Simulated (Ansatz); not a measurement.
Consider the ligand exchange at the Si–C bond: `C=C=C(F)[SiH2]F` + `N[SiH](O)F` → `O[SiH](F)N[SiH2]F` + `C=C=CF`.

Program: Ansatz. Geometries: PBE0-D4/def2-TZVP. ΔE: electronic, gas phase. CCSD(T)/CBS adds triple-zeta CCSD(T) − MP2 to the extrapolated MP2 energy (def2 sets, frozen cores). This one scheme is used for every species. Functionals use def2-TZVPP. HSE06 is defined as in plane-wave codes. One conformer a species, not always the lowest.

Task: Is it downhill or uphill in electronic energy at CCSD(T)/CBS, and by how much? (An estimate is asked.)

Result: Ansatz gave: Downhill: ΔE = -68.2 kJ/mol.

Task: What do these levels give: r2SCAN-D4, B97M-V, PBE0-D4, BHLYP-D4, ωB97X-V, ωB97M-V, r2SCAN0, HSE06, BHLYP, LC-ωPBE, MP2/def2-SVP, MP2/CBS(def2)? (An estimate is asked.)

Result: Computed: r2SCAN-D4 -63.2, B97M-V -65.0, PBE0-D4 -62.8, BHLYP-D4 -71.0, ωB97X-V -65.9, ωB97M-V -66.5, r2SCAN0 -66.6, HSE06 -62.0, BHLYP -69.5, LC-ωPBE -65.3, MP2/def2-SVP -70.2, MP2/CBS(def2) -67.5 kJ/mol.

Largest T1 diagnostic among the species: 0.013.

From PBE to PBE0 (25 % exact exchange), in def2-TZVPP and without D4, ΔE moves by −5.2 kJ/mol. In def2-TZVPP, CCSD(T) changes the Hartree–Fock value by +6.0 kJ/mol (the triples alone add +1.5 kJ/mol) and MP2 by +6.6 kJ/mol.
